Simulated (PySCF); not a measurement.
Gas-phase XPS of `C1C[SiH2][SiH2]C1`, computed

C3H10Si2.
Bonds: C1–C2, C2–Si3, Si3–Si4, Si4–C5, C1–C5. Hydrogens: H6, H7 on C1; H8, H9 on C2; H10, H11 on Si3; H12, H13 on Si4; H14, H15 on C5.

The calculation used PySCF, delta-SCF UKS SCAN, pcX-2 on the ionised atom, pcseg-1 elsewhere, spin-free X2C. Vertical ΔSCF values, vacuum level as zero.

Q: What binding energy does each computed site have?

A: 
```json
{"atom(s)": "C1", "environment": "ring CH2 carbon", "level": "C 1s", "binding energy (eV)": "290.63", "2p1/2 (eV)": "–", "above the level's lowest (eV)": "+0.62", "count": "1"}
{"atom(s)": "C2/C5", "environment": "sp3 carbon bound to silicon", "level": "C 1s", "binding energy (eV)": "290.01", "2p1/2 (eV)": "–", "above the level's lowest (eV)": "0.00", "count": "2"}
{"atom(s)": "Si3/Si4", "environment": "SiH2 silicon", "level": "Si 2p3/2", "binding energy (eV)": "106.04", "2p1/2 (eV)": "106.66", "above the level's lowest (eV)": "0.00", "count": "2"}
{"atom(s)": "Si3/Si4", "environment": "SiH2 silicon", "level": "Si 1s", "binding energy (eV)": "1845.72", "2p1/2 (eV)": "–", "above the level's lowest (eV)": "0.00", "count": "2"}
```

The listed C 1s values span 0.62 eV, from C2/C5 (bonded to C, 2 H and Si) to C1 (bonded to 2 C and 2 H). Summing the Pauling electronegativity differences to the bonded atoms, each weighted by its formal bond order, gives -1.35 for the lowest site and -0.70 for the highest.

Q: Which photon wavelength matches the Si 1s of Si3/Si4 threshold?

A: λ = hc/E = 12398.42 eV Å / 1845.72 eV = 6.717 Å.

Q: Which photon energy gives electrons from Si 1s of Si3/Si4 a kinetic energy of 100 eV, and what is their de Broglie wavelength?

A: hν = 1845.72 + 100 = 1945.72 eV, recoil neglected; λ = 12.264 Å/√(E/eV) = 1.23 Å.

The first atom of each set that the bonding makes equivalent was ionised and stands for the set. The 2p values add to the ΔSCF energy of one spin-free hole a correction within the shell (spin–orbit coupling, ligand field). 2p1/2 minus 2p3/2 (ligand field included): Si 0.62 eV. Geometry: PBE0-D3(BJ)/def2-SVP, one conformer, isolated molecule.
